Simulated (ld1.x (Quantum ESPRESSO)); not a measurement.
**Tc: excitation energies, all-electron against TM semilocal**

technetium (Tc), norm-conserving Troullier–Martins (semilocal form), made with ld1.x (Quantum ESPRESSO) 7.5 (PW91, scalar-relativistic). Core [Kr], reference 4d5 5s2 5p0. Waves: 5s (bound): rc 2.45 bohr; 5p (bound, empty): rc 4.00 bohr; 4d (bound): rc 1.80 bohr. Local part: the d channel. Core correction: Bessel-smoothed model core inside 1.70 bohr.

Energies are relative to the spin-unpolarised reference configuration 4d5 5s2 5p0; without spin polarisation the order of configurations can differ from experiment.

```tsv
valence configuration	charge	ΔE all-electron (eV)	error AE − PS (meV)
4d5 5s0 5p0	+2	23.134	-46
4d4 5s0 5p0	+3	51.909	-118
4d5 5s1.5 5p0	+0.5	3.313	-1.9
4d6 5s1 5p0	0	-0.932	-77
4d3 5s0 5p0	+4	94.017	-615
```

Problem. What are ΔE and the potential's error for 4d5 5s0 5p2?

Solution. ΔE = 7.765 eV all-electron; the error (AE − PS) is +1.5 meV.

Problem. What are ΔE and the potential's error for 4d5 5s1 5p0?

Solution. ΔE = 8.217 eV all-electron; the error (AE − PS) is -8.0 meV.

Levels in the configuration 4d5 5s1.5 5p0:

```tsv
level	all-electron (eV)	pseudo (eV)
4d	-10.298	-10.279
5s	-8.188	-8.194
```
